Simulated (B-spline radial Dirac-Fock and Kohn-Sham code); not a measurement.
Photoemission from Kr at 4580 eV, detector at θ = 30°, φ = 0°

System: atomic krypton, configuration [Ar] 3d10 4s2 4p6. Model: Dirac-Hartree-Slater photoionisation with a Latter tail; cross sections with all multipoles, angular parameters from the dipole term and its interference with E2. Program: a radial finite-basis atomic code. Thresholds are tabulated edges, those marked * orbital energies of the model. For linearly polarised light dσ/dΩ = σ/(4π) [1 + β P₂(cos θ) + (δ + γ cos²θ) sin θ cos φ], with θ from the polarisation vector and φ the angle between the beam and the projection of the electron momentum on the plane normal to the polarisation. The dipole factor is 1 + βP₂ and the non-dipole term is the rest of the bracket. Open shells are filled statistically over j.

| subshell | threshold (eV) | σ (kb) | β | γ | δ | dipole factor | non-dipole term | dσ/dΩ (kb/sr) |
| --- | --- | --- | --- | --- | --- | --- | --- | --- |
| 2s | 1921.0 | 15.2 | 2.00 | 0.03 | 0.000 | 2.249 | +0.012 | 2.73 |
| 2p1/2 | 1730.9 | 12.7 | 1.38 | 0.78 | 0.055 | 1.861 | +0.321 | 2.20 |
| 2p3/2 | 1678.4 | 23.4 | 1.41 | 0.81 | 0.055 | 1.879 | +0.333 | 4.12 |
| 3s | 292.8 | 2.58 | 2.00 | 0.25 | 0.000 | 2.249 | +0.093 | 0.481 |
| 3p1/2 | 222.2 | 1.63 | 1.32 | 0.90 | 0.050 | 1.826 | +0.363 | 0.284 |
| 3p3/2 | 214.4 | 3.01 | 1.35 | 0.93 | 0.050 | 1.842 | +0.372 | 0.530 |
| 3d3/2 | 95.00 | 0.352 | 0.74 | 1.02 | 0.221 | 1.462 | +0.494 | 0.0547 |
| 3d5/2 | 93.80 | 0.503 | 0.72 | 1.01 | 0.227 | 1.451 | +0.493 | 0.0777 |
| 4s | 26.86* | 0.317 | 2.00 | 0.28 | 0.000 | 2.249 | +0.106 | 0.0594 |
| 4p1/2 | 12.93* | 0.139 | 1.31 | 0.91 | 0.050 | 1.819 | +0.367 | 0.0242 |
| 4p3/2 | 12.22* | 0.252 | 1.34 | 0.94 | 0.050 | 1.835 | +0.376 | 0.0444 |

Values without a named source are computed, but for edge energies of neutral atoms, which are taken from tables.
